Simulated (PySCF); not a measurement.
Potential energy of SeH⁻ along the bond

Set-up: H aug-cc-pVDZ-DK, Se aug-cc-pVDZ-DK; spin-free X2C with a Gaussian nucleus (PySCF 2.14). Energies in eV from H + Se⁻ in their ground configurations at the same level. State: ¹Σ⁺ (singlet), closed shell.

| R (Å) | B97-3 | PBE | PBE0 |
| --- | --- | --- | --- |
| 1.272 | -2.861 | -2.862 | -2.866 |
| 1.331 | -3.205 | -3.219 | -3.209 |
| 1.390 | -3.401 | -3.431 | -3.405 |
| 1.435 | -3.474 | -3.516 | -3.477 |
| 1.479 | -3.497 | -3.550 | -3.499 |
| 1.523 | -3.478 | -3.544 | -3.480 |
| 1.583 | -3.404 | -3.487 | -3.405 |
| 1.657 | -3.252 | -3.356 | -3.251 |
| 1.745 | -3.014 | -3.143 | -3.011 |
| 1.863 | -2.644 | -2.806 | -2.639 |

Q: Put a parabola through the three lowest points of the B97-3 curve and estimate Re, k and ωe (reduced mass 0.9953 u; 1 eV/Å² = 0.16022 mdyn/Å; ωe = 1302.8·√(k/μ) cm⁻¹).

A: Through R = 1.435, 1.479, 1.523 Å the second-order coefficient is 10.8 eV/Å², so Re ≈ 1.481 Å, k ≈ 3.48 mdyn/Å and ωe ≈ 2435 cm⁻¹. A polynomial fit of higher order to the unrounded B97-3 energies gives Re = 1.479 Å, k = 3.30 mdyn/Å, ωe = 2374 cm⁻¹; anharmonicity and rounding make the difference.

The higher-order fit for each curve: B97-3: Re = 1.479 Å, ωe = 2374 cm⁻¹, De = 3.50 eV; PBE: Re = 1.494 Å, ωe = 2287 cm⁻¹, De = 3.55 eV; PBE0: Re = 1.479 Å, ωe = 2380 cm⁻¹, De = 3.50 eV.

For an ion De counts to the pair picked by the measured ionisation energies or electron affinities, which need not be the lowest pair at this level. The highest Kohn–Sham level is positive in this anion. Much of that is self-interaction error, but it also means that the finite basis helps to hold the extra electron.
